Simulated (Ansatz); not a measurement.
Start from `[CH3][Al]([NH2])[Cl]` and change one atom or group to get `[BH2][Al]([CH3])[NH2]`.

Ansatz, PBE0-D4/def2-TZVP geometries, multiplicity 1. Each molecule was computed in one conformer, which needn't be the lowest.

```tsv
property	`[CH3][Al]([NH2])[Cl]`
zero-point energy (PBE0-D4/def2-TZVP) / kJ/mol	165.6
size of the dipole moment (B3LYP/def2-TZVPP) / D	2.32
LUMO energy (PBE0/def2-TZVPP) / eV	-0.01
size of the dipole moment (ωB97M-V/def2-TZVPP) / D	2.31
LUMO energy (PBE/def2-TZVPP) / eV	-0.80
ideal-gas entropy at 298 K and 1 bar (rigid rotor, harmonic PBE0-D4/def2-TZVP) / J/(mol·K)	344
```

(1) What does the change do to each property? (Estimate.)

Answers

(1) The calculation gave: 
```json
{"property": "zero-point energy (PBE0-D4/def2-TZVP) / kJ/mol", "`[BH2][Al]([CH3])[NH2]`": "211.2", "shift": "45.6"}
{"property": "size of the dipole moment (B3LYP/def2-TZVPP) / D", "`[BH2][Al]([CH3])[NH2]`": "0.89", "shift": "-1.43"}
{"property": "LUMO energy (PBE0/def2-TZVPP) / eV", "`[BH2][Al]([CH3])[NH2]`": "-2.13", "shift": "-2.12"}
{"property": "size of the dipole moment (ωB97M-V/def2-TZVPP) / D", "`[BH2][Al]([CH3])[NH2]`": "0.88", "shift": "-1.43"}
{"property": "LUMO energy (PBE/def2-TZVPP) / eV", "`[BH2][Al]([CH3])[NH2]`": "-3.15", "shift": "-2.35"}
{"property": "ideal-gas entropy at 298 K and 1 bar (rigid rotor, harmonic PBE0-D4/def2-TZVP) / J/(mol·K)", "`[BH2][Al]([CH3])[NH2]`": "357", "shift": "13"}
```

With PBE0 the HOMO rises by 0.51 eV and the LUMO falls by 2.12 eV, so the gap narrows by about 2.63 eV. PBE moves the HOMO by 0.29 eV and ωB97M-V by 0.75 eV. The zero-point energy changes by 45.6 kJ/mol with +6 modes. Dipoles are sizes alone; their direction can turn. Modes under 60 cm⁻¹, often nearly free rotors, make the harmonic entropy too high.

B3LYP here is the variant with VWN-RPA as its local correlation; programs differ in this.
